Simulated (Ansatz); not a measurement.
BaO2. The state is a singlet with charge 0. Geometry r2SCAN-D4/def2-TZVPD, that of the charge -1 doublet.

```xyz
3

Ba    0.104    0.067   -0.212
O     0.970   -1.926    0.009
O    -1.075    1.858    0.203
```

In the def2 sets Ba takes a core potential; there is no spin–orbit coupling. The restricted singlet is unstable towards broken spin symmetry in Hartree–Fock (as tested in another run); at PBE-D4/def2-TZVPD, r2SCAN-D4/def2-TZVPD, PBE0-D4/def2-TZVPD this wasn't settled. The order of the spin states hangs on the level: the triplet lies 0.81 eV below the singlet at PBE0-D4/def2-TZVPD, but 0.03 eV above it at PBE-D4/def2-TZVPD. The structure comes from a short search, and lower isomers may exist.

(1) Estimate the orbital energies around the gap (eV) in Ansatz with PBE-D4/def2-TZVPD, r2SCAN-D4/def2-TZVPD, PBE0-D4/def2-TZVPD.

## Answers

(1) 
```json
{"orbital": "HOMO−5", "PBE-D4/def2-TZVPD": "-16.16", "r2SCAN-D4/def2-TZVPD": "-16.80", "PBE0-D4/def2-TZVPD": "-17.92"}
{"orbital": "HOMO−4", "PBE-D4/def2-TZVPD": "-7.23", "r2SCAN-D4/def2-TZVPD": "-7.23", "PBE0-D4/def2-TZVPD": "-8.00"}
{"orbital": "HOMO−3", "PBE-D4/def2-TZVPD": "-6.33", "r2SCAN-D4/def2-TZVPD": "-6.60", "PBE0-D4/def2-TZVPD": "-8.00"}
{"orbital": "HOMO−2", "PBE-D4/def2-TZVPD": "-6.33", "r2SCAN-D4/def2-TZVPD": "-6.60", "PBE0-D4/def2-TZVPD": "-7.71"}
{"orbital": "HOMO−1", "PBE-D4/def2-TZVPD": "-5.88", "r2SCAN-D4/def2-TZVPD": "-6.13", "PBE0-D4/def2-TZVPD": "-7.52"}
{"orbital": "HOMO", "PBE-D4/def2-TZVPD": "-5.85", "r2SCAN-D4/def2-TZVPD": "-6.10", "PBE0-D4/def2-TZVPD": "-7.48"}
{"orbital": "LUMO", "PBE-D4/def2-TZVPD": "-5.33", "r2SCAN-D4/def2-TZVPD": "-5.16", "PBE0-D4/def2-TZVPD": "-4.48"}
{"orbital": "LUMO+1", "PBE-D4/def2-TZVPD": "-1.85", "r2SCAN-D4/def2-TZVPD": "-1.17", "PBE0-D4/def2-TZVPD": "-1.25"}
{"orbital": "LUMO+2", "PBE-D4/def2-TZVPD": "-0.79", "r2SCAN-D4/def2-TZVPD": "-0.28", "PBE0-D4/def2-TZVPD": "-0.12"}
{"orbital": "LUMO+3", "PBE-D4/def2-TZVPD": "-0.79", "r2SCAN-D4/def2-TZVPD": "-0.28", "PBE0-D4/def2-TZVPD": "-0.11"}
{"orbital": "LUMO+4", "PBE-D4/def2-TZVPD": "-0.06", "r2SCAN-D4/def2-TZVPD": "0.36", "PBE0-D4/def2-TZVPD": "0.28"}
{"orbital": "LUMO+5", "PBE-D4/def2-TZVPD": "-0.02", "r2SCAN-D4/def2-TZVPD": "0.39", "PBE0-D4/def2-TZVPD": "0.32"}
```
